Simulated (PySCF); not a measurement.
CH5Si, SMILES C[SiH2] (connectivity only; charge and spin as stated), charge +1, multiplicity 1.

Coordinates come from a B3LYP-D3(BJ)/def2-TZVP optimisation. The spin state was assumed, not searched. The isomer is the one that the SMILES or the coordinates give; other isomers of the formula were not compared.

Two levels are set side by side: PBE/def2-TZVPD (PySCF) and CAM-B3LYP/def2-TZVPD (PySCF). Same geometry, gas phase. Differences are taken from unrounded values.

| quantity | PBE |
|---|---|
| orbital gap (eV) | 4.84 |
| highest occupied level (eV) | -14.93 |
| lowest empty level (eV) | -10.10 |
| mean polarisability (bohr³) | 33.3 |

**Question.** These are the PBE values. What does CAM-B3LYP give? (An estimate is asked for; the answer gives what the named calculation found.)

**Answer.** 
| quantity | CAM-B3LYP | PBE minus CAM-B3LYP |
|---|---|---|
| orbital gap (eV) | 9.60 | -4.77 |
| highest occupied level (eV) | -17.66 | 2.73 |
| lowest empty level (eV) | -8.05 | -2.04 |
| mean polarisability (bohr³) | 32.2 | 1.2 |

Without exact exchange PBE keeps part of each electron's self-repulsion, which lifts occupied levels and narrows the gap. PBE's more diffuse valence density responds more strongly to a field. Differences between two approximate levels are no errors against the true value.

Rough cost on one machine, each run with all the roots and properties that it gave: CAM-B3LYP against PBE within a factor of 2.
